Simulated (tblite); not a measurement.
Q: Write a Z-matrix for `FC(F)C1(F)CCC1` as optimised with GFN2-xTB.

A: 
Z-matrix in Å and degrees, rows numbered from 1:
```
F 
C   1  1.3523
F   2  1.3527  1  106.10
C   2  1.5304  1  111.11  3  -120.52
F   4  1.3807  2  106.43  1   -77.45
C   4  1.5341  2  115.37  1   154.71
C   6  1.5388  4   89.13  2  -108.16
C   4  1.5332  2  115.48  1    51.52
H   2  1.1007  1  108.11  3   116.21
H   6  1.0870  4  115.72  2    11.25
H   6  1.0873  4  110.87  2   136.83
H   7  1.0868  6  112.59  4   104.37
H   7  1.0864  6  115.58  4  -128.85
H   8  1.0872  4  111.20  2  -136.63
H   8  1.0872  4  115.07  2   -11.49
```

Of the pairs four or more bonds apart, F3···H10 is among the closest relative to their van der Waals radii: 2.53 Å, 95 % of the sum of Bondi's values. The 3 C–F bonds span 1.352 Å (F1–C2, drawn single) to 1.381 Å (C4–F5, drawn single), a spread of 0.029 Å. The 4-membered ring C4–C6–C7–C8 has internal angles of 89.1° to 90.1° (sum 358°, against 360° for a flat polygon); it is slightly puckered (a soft mode that the optimisation may not have finished), 0.07 Å rms from its mean plane, widest ring torsion 10°.

Structure optimised with GFN2-xTB, isolated species.

Point group: C1 (no symmetry element, even within 0.4 Å). Its GFN2-xTB frequencies are all real (lowest 54 cm⁻¹). The numbers are those of one conformer (F1–C2–C4–F5 -77°, C2–C4–C6–C7 -108°, C4–C6–C7–C8 -10°, C6–C7–C8–C4 10°, C2–C4–C8–C7 108°).

All values are computed, not measured.
